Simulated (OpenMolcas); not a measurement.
## Levels of Ir I by method

```
Program             : OpenMolcas
Basis               : ANO-R1 [7s5p4d2f]
Scalar Hamiltonian  : X2C, finite nucleus
Active space        : 7 electrons in 5 orbitals (5d)
State averaging     : 2S+1 = 4 even, 10 roots; 2S+1 = 2 even, 40 roots
Spin-orbit coupling : state interaction with AMFI integrals over the reference wave functions, term energies averaged over their components
```

Methods on the same reference wave functions:
A. CASSCF
B. SS-CASPT2, IPEA 0.25 Eh, imaginary shift 0.1 Eh (closed shells correlated: 5s 5p 6s)
C. MS-CASPT2, IPEA 0.25 Eh, imaginary shift 0.1 Eh (closed shells correlated: 5s 5p 6s)

Energies in eV above 5d7 6s2 4F 9/2, the measured ground level; measured values from NIST Handbook of Basic Atomic Spectroscopic Data.

| Level | A | B | C | Measured |
| --- | --- | --- | --- | --- |
| 5d7 6s2 4F 9/2 | 0.0000 | 0.0000 | 0.0000 | 0.0000 |
| 5d7 6s2 4F 7/2 | 0.8885 | 0.908 | 0.907 | 0.8811 |
| 5d7 6s2 4F 5/2 [66 %] | 1.1833 | 1.101 | 1.087 | 1.2247 |
| 5d7 6s2 4P 5/2 | 2.0359 | 1.839 | 1.834 | 1.6058 |
| 5d7 6s2 2G 9/2 [61 %] | 2.0799 | 1.908 | 1.929 | 1.7283 |
| 5d7 6s2 4P 1/2 [53 %] | 2.4397 | 2.198 | 2.071 |  |
| 5d7 6s2 2H 11/2 | 2.7840 | 2.567 | 2.652 |  |
| 5d7 6s2 2G 7/2 | 2.8138 | 2.596 | 2.596 | 2.2044 |
| 5d7 6s2 2D 5/2(1) [70 %] | 3.2646 | 2.943 | 2.935 |  |
| 5d7 6s2 2P 1/2 [53 %] | 3.7131 | 3.431 | 3.242 |  |
| 5d7 6s2 2H 9/2 [73 %] | 3.7337 | 3.526 | 3.589 |  |
| 5d7 6s2 2F 5/2 | 4.1931 | 3.627 | 3.636 | 3.2737 |
| 5d7 6s2 2F 7/2 | 4.7418 | 4.220 | 4.219 |  |
| 5d7 6s2 2D 3/2(2) | 6.5201 | 5.728 | 5.668 |  |
| 5d7 6s2 2D 5/2(2) | 6.9344 | 6.119 | 6.134 |  |

Deviations, from unrounded energies. A percentage is the sum of absolute deviations over the sum of measured energies, with the sign that they share, or ± where signs differ.

```json
{"Against measurement": "mean absolute deviation (cm-1)", "Levels": "6", "A": "3200", "B": "1800", "C": "1800"}
{"Against measurement": "fine structure of the ground term (%)", "Levels": "2", "A": "±2.3", "B": "±7.2", "C": "±7.8"}
{"Against measurement": "other terms of the ground configuration (%)", "Levels": "4", "A": "+26.2", "B": "+13.1", "C": "+13.4"}
```

B, C lie about equally close to measurement and A furthest from it. The largest miss of B in the table is 5d7 6s2 2G 7/2, by +3200 cm-1. The ranking rests on the paired levels alone, and a cruder setting can come out closer through cancelling errors.

Between B and C the level of the table that moves most is 5d7 6s2 2P 1/2 [53 %], by 1500 cm-1 (lowest in C, highest in B). Moves below CASPT2's spread within the term are not significant.

The mean deviations of B to C differ by less than CASPT2's widest spread within a term (1700 cm-1), so their order carries little weight.

From A to B the spin-free energies of the other terms of 5d7 6s2 shown, above 4F, scale by factors of 0.81 to 0.88, as is usual when dynamic correlation screens the repulsion within a d or f shell.

The lowest spin-free term lies below A's lowest term by 0.358 hartree in B, 0.358 hartree in C.

CASPT2 does not keep the components of a term degenerate, so their means are used; among the terms shown or strongly mixed into the levels shown the widest spread is 1700 cm-1 (5d7 6s2 2H, B). Some levels mix across a computed gap that differs much from the measured one, so their mixing is not that of the real levels. With the s shell closed, the reference lacks s² → p², s² → d² and s → d mixing, so excited terms can stand far too high and out of order, with CASPT2 too. The CASPT2 spread within a term exceeds the gap to the next term for 5d7 6s2 2P and 5d7 6s2 2H, 5d7 6s2 2H and 5d7 6s2 2D(1), so the order of their levels is uncertain (figures for B; the like holds for C). Without dynamic correlation excited terms often stand tens of per cent too high (terms of higher spin than the ground term too low), and those without a measured partner can miss by more than the paired ones (holds for A). Some terms miss by over 15 % even with CASPT2, which points to a basis or an active space too small for the shells correlated (holds for B; C). Measured partners are found by configuration, term and J. A level has none where our copy of the source lacks it or the pairing is in doubt (some pairs that miss far off the trend of their configuration count as doubtful), and it then counts in no deviation. Levels of configurations outside the active space are missing. Levels that lie high or do not pair safely by name in every column are left out.

A share in square brackets marks a mixed level and gives the weight of the term that names it, the lowest over the columns. A number in round brackets counts repeated terms of one configuration in the order of the reference energies.
